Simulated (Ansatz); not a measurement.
Ansatz (an electronic-structure program) input (RI-MP2/def2-TZVPP):
A basis named .json is the Basis Set Exchange file of that set.

Ansatz 0.2 input:
```yaml
crystal:
  periodic: [false, false, false]
  atoms:
    - {symbol: O, position_ang: [-0.00000000, -0.00000000, -1.57305499]}
    - {symbol: Sn, position_ang: [0.00000000, 0.00000000, 0.30243482]}
    - {symbol: H, position_ang: [-0.00000000, -0.00000000, -2.53730097]}
basis:
  gaussian:
    orbitals: def2-TZVPP
    fitting: {mean_field: def2-universal-jkfit, correlation: def2-TZVPP-RIFIT.json}
total_charge: 1
magnetization: {spin_polarized: false}
correlation: {method: mp2, electrons: outside_noble_gas}
```

Output:

```
Functional definition: HF
integrals: 0.03 GiB planned
313 factors; integrals over basis functions are off by at most 8.8e-1 eV
290 factors; integrals over basis functions are off by at most 6.9e-1 eV
mean field: 0.14 GiB planned
mean field evaluation 1: about -7841.7925 eV, gradient 8.3e1 eV
mean field evaluation 2: about -7833.7530 eV, gradient 1.0e2 eV
mean field evaluation 4: about -7853.5429 eV, gradient 1.7e0 eV
mean field evaluation 8: about -7853.5623 eV, gradient 1.1e-6 eV
mean field -7853.56232007 eV, -288.6130919270 hartree, gradient 1.1e-6 eV, S^2 0.000000; 0 other end points of the search recorded, 0 dependent functions left out
10 core orbitals not correlated
reference -7853.56232007 eV, -288.6130919270 hartree; 5, 5 occupied and 80, 80 virtual orbitals, 290 factors
second order -8.29547629 eV of doubles, -0.00000000 eV of singles
Total energy: -7861.85779637 eV, -288.9179450579 hartree
```

It need not be the lowest isomer of its formula.
